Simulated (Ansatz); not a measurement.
H5N2Sb (`[NH2][SbH][NH2]`) at its PBE0-D4/def2-TZVP geometry, where that method's forces vanish. Total charge 0; spin multiplicity 1. Sb takes the def2 core potential.

```xyz
8

N    -1.0042   -0.6624   -0.8866
Sb    0.8216   -0.6883    0.0072
N     0.8673    1.3160    0.2649
H    -0.9661   -0.8898   -1.8713
H    -1.6689   -1.2818   -0.4424
H     0.0849   -1.1574    1.4994
H     1.7516    1.6705    0.6043
H     0.1139    1.6932    0.8243
```

Q: What forces (eV/Å) does PBE-D4/def2-TZVPP give on these atoms in Ansatz? (An estimate is asked.)

A: Ansatz gave: 
```
N1  -0.224  0.329  0.005
Sb2  0.584 -0.441 -0.058
N3  -0.067  0.241 -0.288
H4   0.017 -0.091 -0.331
H5  -0.227 -0.215  0.144
H6  -0.140 -0.084  0.199
H7   0.302  0.122  0.117
H8  -0.245  0.139  0.213
```
